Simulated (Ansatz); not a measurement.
```xyz
6

O    -1.6009   -1.0742    0.1103
C    -0.8706   -0.2366    0.5918
Al    0.7617    0.2221   -0.4949
F     1.8097    1.3539    0.0895
H    -1.1471    0.2097    1.5776
H     1.0471   -0.4749   -1.8744
```

Charge 0, multiplicity 1.

Question: List the PBE/def2-TZVPP orbital energies in eV (the Gaussian-basis code of Ansatz). (Estimate.)

Answer: The calculation gave: Occupied: -1507.37, -659.32, -510.98, -271.31, -107.63, -69.75, -69.55, -69.47, -28.62, -26.72, -14.88, -11.85, -11.20, -10.41, -10.27, -9.80, -9.74, -8.43, -5.55. Lowest empty: -3.49, -1.25, -0.96, 0.00, 1.37, 2.24, 2.76, 3.59.
